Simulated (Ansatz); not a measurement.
Ansatz (a program for electronic structure) input:

Ansatz 0.2 input:
```yaml
crystal:
  periodic: [false, false, false]
  atoms:
    - {symbol: Ge, position_ang: [-0.01667653, -0.02374786, -0.02936325]}
    - {symbol: H, position_ang: [0.55173632, -0.94519677, 1.07018852]}
    - {symbol: H, position_ang: [-1.12441123, 0.88709926, 0.54024778]}
    - {symbol: H, position_ang: [1.10632396, 0.81802910, -0.67081224]}
basis:
  gaussian:
    orbitals: def2-TZVP
hamiltonian:
  xc: {name: wB97X-V}
magnetization: {spin_polarized: true, initial_magnetization: 1}
relax: {f_tol: 0.003, max_steps: 100}
```

Question: Which total energy does the run end on?

Answer: -2078.55160 Eh (wB97X-V/def2-TZVP). The basis has 66 functions.
